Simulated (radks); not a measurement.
Values are calculated unless marked as measured or tabulated.
Problem. Valence configurations of the hafnium ion Hf+ (all share [Xe]). Code: a radial shooting solver on a logarithmic mesh with Libxc functionals. Model: Dirac Kohn-Sham, BLYP, spin-unpolarised, spherical densities, point nucleus; open shells fill j = l - 1/2 first. Order these by energy: 4f14 6s2 6p1; 4f13 5d2 6s2; 4f14 5d0.5 6s2 6p0.5; 4f13 5d2.5 6s1.5; 4f14 5d1 6p2; 4f14 5d1.5 6s1.5; 4f14 6s1 6p2; 4f14 5d1 6s1 6p1; 4f14 5d1 6s2; 4f14 5d2 6p1.

Solution. From the lowest, in eV above it: 4f14 5d1 6s2 0.000; 4f14 5d1.5 6s1.5 0.542; 4f14 5d0.5 6s2 6p0.5 1.950; 4f14 6s2 6p1 4.296; 4f14 5d1 6s1 6p1 4.483; 4f14 5d2 6p1 5.466; 4f14 5d1 6p2 9.098; 4f14 6s1 6p2 9.211; 4f13 5d2 6s2 17.301; 4f13 5d2.5 6s1.5 17.352. NIST lists [Xe] 4f14 5d1 6s2 as the ground configuration; this level of theory agrees among the configurations tried. The energies are those of spherical spin-averaged densities, not of single terms.
